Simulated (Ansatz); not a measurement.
Start from `[OH][Al]([F])[SiH3]` and change one atom or group to get `C=[CH][Al]([F])[SiH3]`.

Ansatz, PBE0-D4/def2-TZVP geometries, multiplicity 1. Each molecule was computed in one conformer, which needn't be the lowest.

```
                             property  `[OH][Al]([F])[SiH3]`
LUMO energy (ωB97M-V/def2-TZVPP) / eV                   0.60
HOMO energy (ωB97M-V/def2-TZVPP) / eV                 -10.38
   LUMO energy (PBE0/def2-TZVPP) / eV                  -1.09
    LUMO energy (PBE/def2-TZVPP) / eV                  -1.85
  HOMO–LUMO gap (PBE/def2-TZVPP) / eV                   5.36
    HOMO energy (PBE/def2-TZVPP) / eV                  -7.20
```

What does the change do to each property? (Estimate.)

Computed: 
| property | `C=[CH][Al]([F])[SiH3]` | shift |
| --- | --- | --- |
| LUMO energy (ωB97M-V/def2-TZVPP) / eV | 0.09 | -0.51 |
| HOMO energy (ωB97M-V/def2-TZVPP) / eV | -9.72 | 0.66 |
| LUMO energy (PBE0/def2-TZVPP) / eV | -1.68 | -0.59 |
| LUMO energy (PBE/def2-TZVPP) / eV | -2.50 | -0.65 |
| HOMO–LUMO gap (PBE/def2-TZVPP) / eV | 4.04 | -1.32 |
| HOMO energy (PBE/def2-TZVPP) / eV | -6.54 | 0.66 |

With PBE0 the HOMO rises by 0.66 eV and the LUMO falls by 0.59 eV, so the gap narrows by about 1.25 eV. PBE moves the HOMO by 0.66 eV and ωB97M-V by 0.66 eV.
